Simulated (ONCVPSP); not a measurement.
chlorine (Cl), ONCV: configuration errors across variants

```json
{"Element": "Cl", "Generator": "ONCVPSP 4.0.1", "Type": "optimised norm-conserving Vanderbilt (ONCV)", "Functional": "PBE", "Relativity": "scalar-relativistic", "Frozen core": "[He]", "Valence charge": "15", "Reference configuration": "2s2 2p6 3s2 3p4 (charge +1)", "Partial waves": "2s+3s: rc 0.60 bohr, ncon 4, nbas 8, qcut 20.3 1/bohr, 3 projectors, debl 0.8 Ha; 2p+3p: rc 0.80 bohr, ncon 3, nbas 8, qcut 20.7 1/bohr, 2 projectors", "Local potential": "polynomial inside 0.50 bohr (lpopt 5, dvloc0 3 Ha)", "Core correction": "none"}
```

In the s channel the program set the typed energies aside and used -9.758, -1.179, 0.250 Ha.

All-electron excitation energies from the reference (eV): (1) 2s2 2p6 3s2 3p5 -13.875; (2) 2s2 2p6 3s2 3p3 25.447; (3) 2s2 2p6 3s2 3p2 63.754; (4) 2s2 2p6 3s2 3p4.5 -8.293.

2 further variants failed, have other tests or another functional or relativity, and are left out.

Errors AE − PS in meV (a dash: test not solved or not reliable):

```
      change   (1)   (2)   (3)   (4)  bound ghosts  GHOST(+) flags above zero
        base  +0.4  +0.6  +4.8  +0.2          none                          s
p: qcut 23.3  +0.3  +0.6  +4.2  +0.1          none                          s
   s: nbas 7  +0.4  +0.6  +4.8  +0.2          none                          s
```

Question: Give the same row for: all radii scaled by about 1.20 (s 0.72, p 0.96 bohr); local potential polynomial inside 0.60 bohr (lpopt 5, dvloc0 3 Ha).

Answer: +1.0, +0.1, +4.2, +0.5; bound ghosts: none; GHOST(+) flags above zero: none.
